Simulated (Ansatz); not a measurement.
A nudged elastic band was laid between two geometries of FHInS (4 atoms, charge -1, multiplicity 1).

Level of theory: RKS PBE0-D4/def2-SVP in Ansatz.

| Quantity | Value |
| --- | --- |
| movable images | 5 |
| climbing image | yes |
| spring | 5.0 eV/Å² |
| optimiser | quadratic models (default) |
| start path | through a guess of the saddle point |
| force threshold | 0.05 eV/Å |
| iteration limit | 60 |
| end points | relaxed |

First end point:

```xyz
4
Properties=species:S:1:pos:R:3
F -1.676 -0.017 0.875
In 0.099 0.046 -0.093
S 1.765 -1.424 0.402
H -0.188 1.395 -1.184
```

Last end point:

```xyz
4
Properties=species:S:1:pos:R:3
F -1.745 -0.653 1.491
In -1.115 0.620 0.016
S 1.303 -0.439 -0.270
H 1.556 0.473 -1.237
```

**Question.** Which bonds break or form, and what moves?

**Answer.** Bonds broken: In2–H4. Bonds formed: S3–H4.

**Question.** Give the energies along the band, and the barrier.

**Answer.** It converged. The highest image is number 3 of 0 to 6, 2.00 eV above the first end and 2.62 eV above the last; the last end lies 0.62 eV below the first. Neighbouring images differ by up to 1.3 eV, so the band resolves the path poorly. A vibrational analysis at the climbing image gives one clearly imaginary mode, 1069i cm⁻¹: a first-order saddle point. The orbitals stay closed-shell, which can raise the energy where a bond breaks towards radicals; this wasn't checked here. Limits of this set-up: an anion without diffuse functions, the dipole of an ion depends on the origin.

```tsv
image	path coordinate (Å)	energy (eV)	In2–H4 (Å)	S3–H4 (Å)
0	0.00	0.00	1.76	3.78
1	0.54	0.31	1.75	3.34
2	1.07	1.20	1.73	2.79
3	1.61	2.00	1.77	2.20
4	2.09	0.80	1.95	1.64
5	2.57	-0.46	2.44	1.36
6	3.05	-0.62	2.95	1.35
```

**Question.** What is the geometry of the highest image?

**Answer.** 
```xyz
4
Properties=species:S:1:pos:R:3
F -1.954 -0.222 1.206
In -0.468 0.312 -0.046
S 1.600 -0.894 -0.001
H 0.822 0.804 -1.159
```

The run took 78 s on 1 thread of Arm Neoverse V1, with other jobs on the host, peak memory 0.13 GiB.
